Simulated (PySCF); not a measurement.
(E)-1,2-dibromo-1-chloroethene (C₂HBr₂Cl), SMILES Br/C=C(/Br)Cl. Heavy atoms are numbered as in [Cl:1]/[C:2]([Br:3])=[CH:4]\[Br:5]. Hydrogens are named by the atom that carries them.

Coordinates come from a PBE0-D3(BJ)/def2-SVP optimisation.

Calculation: PBE/pcSseg-1 (PySCF).

GIAO shieldings, no solvent; atoms alike by connectivity are averaged. δ = σ(ref) − σ: ³⁵Cl against HCl (σ = 936.5 ppm); ¹³C against TMS (σ = 182.0 ppm); ¹H against TMS (σ = 31.49 ppm), references at their B3LYP-D3(BJ)/def2-TZVP geometries, non-relativistic (without spin–orbit terms, shifts of atoms bonded to Cl or Br come out too high).

| atoms | nucleus | count | δ (ppm) |
|---|---|---|---|
| Cl1 | ³⁵Cl | 1 | 368.8 |
| C2 | ¹³C | 1 | (withheld) |
| C4 (CH) | ¹³C | 1 | (withheld) |
| H on C4 | ¹H | 1 | 6.49 |

**Question.** What belongs in the gaps? (Estimate from the structure and the level; the computed values follow.)

**Answer.** 
- C4 (CH), δ (ppm): 126.1
- C2, δ (ppm): 143.5
